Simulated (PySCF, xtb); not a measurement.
H₃O₃V, SMILES [OH][V]([OH])[OH] (connectivity only; charge and spin as stated), neutral, multiplicity 3. The values are those of a single conformer.

Harmonic wavenumbers (cm⁻¹) from GFN2-xTB (xtb) at its own minimum, in rising order: 199, 220, 238, 247, 491, 493, 529, 533, 556, 651, 676, 795, 3483, 3643, 3650.

What does PBE-D3(BJ)/def2-SVP run with PySCF give at its own minimum? (The exact figures need the calculation; the answer reports its results.)

109, 125, 177, 185, 324, 342, 372, 444, 654, 676, 754, 781, 3650, 3774, 3776. Paired by order, the mean absolute difference is 101 cm⁻¹ and the zero-point energies are 23.5 and 23.1 kcal/mol.
